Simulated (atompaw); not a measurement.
## How hard is this nitrogen PAW (atompaw) potential?

| Property | Result |
| --- | --- |
| Element | N (Z = 7) |
| Generator | atompaw 4.2.0.5 |
| Type | PAW |
| Functional | PBE |
| Relativity | non-relativistic |
| Frozen core | [He] |
| Valence charge | 5 |
| Reference configuration | 2s2 2p3 |
| Partial waves | 2s (bound): rc 1.60 bohr; 2s channel at -0.75 Ry: rc 1.60 bohr; 2p (bound): rc 1.60 bohr; 2p channel at 1.35 Ry: rc 1.60 bohr; 3d channel at 0.05 Ry: rc 1.45 bohr; 3d channel at 3.2 Ry: rc 1.60 bohr |
| Local potential | troulliermartins scheme with l = 3 at 0 Ry, radius 1.10 bohr |
| Core correction | smooth core density matched at 1.40 bohr |
| Augmentation charge | sinc compensation charge, radius 1.25 bohr; PAW radius 1.60 bohr; waves and projectors: custom polynom gramschmidtortho |

The pseudo-atom Hamiltonian at the reference potential is diagonalised in spherical Bessel functions j_l(qr) that vanish at 20 bohr, with q² up to the cutoff. All-electron valence levels (Ry): 2s -1.3640, 2p -0.5215.

Task: How do the lowest levels (Ry) of each channel move with the cutoff, and are there ghosts?

Result:

| cutoff (Ry) | s #1 | p #1 | p #2 | d #1 | f #1 | f #2 | Σ f·Δε (mRy) |
| --- | --- | --- | --- | --- | --- | --- | --- |
| 8 | -1.3418 | -0.2084 | 0.0430 | 0.0766 | 0.1191 | 0.2581 | 983.7 |
| 10 | -1.3557 | -0.2973 | 0.0402 | 0.0766 | 0.1191 | 0.2581 | 689.1 |
| 12 | -1.3614 | -0.3813 | 0.0383 | 0.0766 | 0.1191 | 0.2581 | 425.7 |
| 15 | -1.3633 | -0.4691 | 0.0367 | 0.0766 | 0.1191 | 0.2581 | 158.4 |
| 18 | -1.3639 | -0.4992 | 0.0362 | 0.0766 | 0.1191 | 0.2581 | 67.0 |
| 21 | -1.3639 | -0.5135 | 0.0360 | 0.0766 | 0.1191 | 0.2581 | 24.1 |
| 30 | -1.3639 | -0.5210 | 0.0359 | 0.0766 | 0.1191 | 0.2581 | 1.3 |
| 35 | -1.3640 | -0.5211 | 0.0359 | 0.0766 | 0.1191 | 0.2581 | 1.2 |
| 40 | -1.3640 | -0.5211 | 0.0359 | 0.0766 | 0.1191 | 0.2581 | 1.0 |
| 45 | -1.3640 | -0.5213 | 0.0359 | 0.0766 | 0.1191 | 0.2581 | 0.4 |
| 50 | -1.3640 | -0.5214 | 0.0359 | 0.0766 | 0.1191 | 0.2581 | 0.2 |
| 400 | -1.3640 | -0.5214 | 0.0359 | 0.0766 | 0.1191 | 0.2581 | 0.0 |

Result: no extra level below or beside the all-electron valence levels (s, p, d, f tested); 10 mRy is reached at 25 Ry and 1 mRy at 40 Ry.
